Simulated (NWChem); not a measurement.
System: aniline (C6H7N); SMILES Nc1ccccc1

NWChem input:

```
start job
memory heap 200 mb stack 900 mb global 1100 mb
geometry units angstroms noautosym nocenter noautoz
  N     -0.055913     2.325383     0.000000
  C     -0.006670     0.945104     0.000000
  C     -0.005788     0.222363     1.206175
  C     -0.005128    -1.168667     1.200086
  C     -0.004705    -1.879537     0.000000
  C     -0.005128    -1.168667    -1.200086
  C     -0.005788     0.222363    -1.206175
  H      0.254345     2.787436    -0.844391
  H      0.254345     2.787436     0.844391
  H     -0.009804     0.764922     2.156037
  H     -0.003346    -1.705007     2.152794
  H     -0.003194    -2.971394     0.000000
  H     -0.003346    -1.705007    -2.152794
  H     -0.009804     0.764922    -2.156037
end
basis spherical
  * library def2-tzvp
end
dft
  xc pbe0
  iterations 150
  semidirect filesize 400000000
end
property
  efieldgrad
end
task dft property
```

The geometry was optimised at PBE0/def2-SVP.

Vzz is the largest principal value of the second derivative of the potential at the nucleus (NWChem prints the opposite sign); η is the asymmetry. Non-relativistic.

Atoms are numbered as in the input.

**Question.** Give the results of this calculation. (PBE0/def2-TZVP.) Quantities: Vzz N1 (a.u.); η N1.

**Answer.** 
```yaml
Vzz N1 (a.u.): -1.031
"η N1": 0.09
```
